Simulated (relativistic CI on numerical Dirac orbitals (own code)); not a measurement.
**Slater and spin-orbit integrals, Ga XIV**

Calculated at this level of theory: Dirac-Coulomb-Breit CI, separate exchange-only KLI orbitals for each configuration, QED by a radiative potential, unscaled Slater integrals (own radial code, finite nucleus).

Slater integrals F^k, G^k are unscaled and averaged over j, outside the closed core [Ne]; ζ comes from projecting the Hamiltonian with its Breit term on Σ l·s of the shell.

- 3s2.3p5.3d: ζ(3p) = 26332, F^2(3p,3d) = 171660, G^1(3p,3d) = 196040, G^3(3p,3d) = 127000, ζ(3d) = 2573.1 cm⁻¹; <r>(3p) = 0.5781, <r^2>(3p) = 0.3855, <r>(3d) = 0.5414, <r^2>(3d) = 0.3434 (bohr units).
- 3s.3p6.3d: G^2(3s,3d) = 150060, ζ(3d) = 2624.9 cm⁻¹; <r>(3s) = 0.5812, <r^2>(3s) = 0.3846, <r>(3d) = 0.5423, <r^2>(3d) = 0.3447 (bohr units).
- 3s2.3p5.4s: ζ(3p) = 27123, G^1(3p,4s) = 20291 cm⁻¹; <r>(3p) = 0.5706, <r^2>(3p) = 0.3757, <r>(4s) = 1.187, <r^2>(4s) = 1.579 (bohr units).

Averages of the first 10 configurations, taken without configuration mixing, which lowers the lowest level and can move excited configurations by several eV; other configurations of the list can lie among them:

```json
{"Configuration": "3s2.3p6", "Parity": "even", "States": "1", "Average energy above the lowest level (eV)": "0.2"}
{"Configuration": "3s2.3p5.3d", "Parity": "odd", "States": "60", "Average energy above the lowest level (eV)": "77.8"}
{"Configuration": "3s.3p6.3d", "Parity": "even", "States": "20", "Average energy above the lowest level (eV)": "138.9"}
{"Configuration": "3s2.3p5.4s", "Parity": "odd", "States": "12", "Average energy above the lowest level (eV)": "228.4"}
{"Configuration": "3s2.3p5.4p", "Parity": "even", "States": "36", "Average energy above the lowest level (eV)": "247.7"}
{"Configuration": "3s2.3p5.4d", "Parity": "odd", "States": "60", "Average energy above the lowest level (eV)": "276.2"}
{"Configuration": "3s.3p6.4s", "Parity": "even", "States": "4", "Average energy above the lowest level (eV)": "290.5"}
{"Configuration": "3s2.3p5.4f", "Parity": "even", "States": "84", "Average energy above the lowest level (eV)": "298.8"}
{"Configuration": "3s.3p6.4p", "Parity": "odd", "States": "12", "Average energy above the lowest level (eV)": "309.3"}
{"Configuration": "3p6.3d2", "Parity": "even", "States": "45", "Average energy above the lowest level (eV)": "280.9"}
```
